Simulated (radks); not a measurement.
Cd I, configuration [Kr] 4d10 5s1 6d1 (not the ground configuration). Calculated with a radial shooting solver on a logarithmic mesh with Libxc functionals: Dirac Kohn-Sham, PBE, spin-unpolarised, spherical densities, point nucleus; open shells fill j = l - 1/2 first.

Normalised radial functions P(r) = r R(r) (large component), r in bohr:

```
   r/bohr * 4s1/2 (the largest magnitude, 1.04, reaches the edge; | marks zero)
 0.001246                             | *
 0.002095                             | *
 0.003524                             |   *
 0.005927                             |    *
  0.00989                             |      *
  0.01664                             |      *
  0.02798                             |   *
  0.04707                         *   |
  0.07917                  *          |
   0.1332                        *    |
    0.224                             |              *
   0.3767                             |       *
   0.6337  *                          |
    1.066    *                        |
    1.793                        *    |
    3.016                             *
    5.072                             *
    8.532                             *
    14.35                             *
    24.14                             *
     40.6                             *
```

4s1/2: eigenvalue -112.79 eV, 3 radial nodes at r = 0.0381, 0.153, 0.426 bohr, <r> = 0.879 bohr, 90 % of the charge inside 1.28 bohr.
